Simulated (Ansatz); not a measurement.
```yaml
crystal:
  periodic: [true, true, true]
  atoms:
    - {symbol: Si, position_ang: [0.113852, -0.527980, -0.359430]}
    - {symbol: Zn, position_ang: [-0.527203, 2.576109, 1.750992]}
    - {symbol: H, position_ang: [0.363629, -1.739134, -1.183868]}
    - {symbol: H, position_ang: [-1.306872, -0.506742, 0.071920]}
    - {symbol: H, position_ang: [0.405119, 0.686606, -1.162495]}
    - {symbol: H, position_ang: [0.993574, -0.552858, 0.836581]}
basis:
  gaussian: {orbitals: ANO-RCC-VTZP}
total_charge: 1
magnetization: {spin_polarized: true, initial_magnetization: 1}
hamiltonian: {xc: {name: B2PLYP}}
output: {forces: true}
```

```sh
$ ansatz run in.yaml --threads 2 --pin off --events-out ev --progress --plain --max-ram 4352MiB
```

It prints (some lines left out):

```
Error: YAML parse error: error: line 2 column 3: crystal: missing field `lattice` (a structure is typed as `lattice` and `atoms`, a molecule's as `atoms` in Å alone, or read from a run's directory, `checkpoint`)
 --> <input>:2:3
1 | crystal:
2 |   periodic: [true, true, true]
3 |   atoms:
4 |     - {symbol: Si, position_ang: [0.113852, -0.527980, -0.359430]}
```

In this input the molecule is marked periodic without a cell. The input was rejected before any iteration.
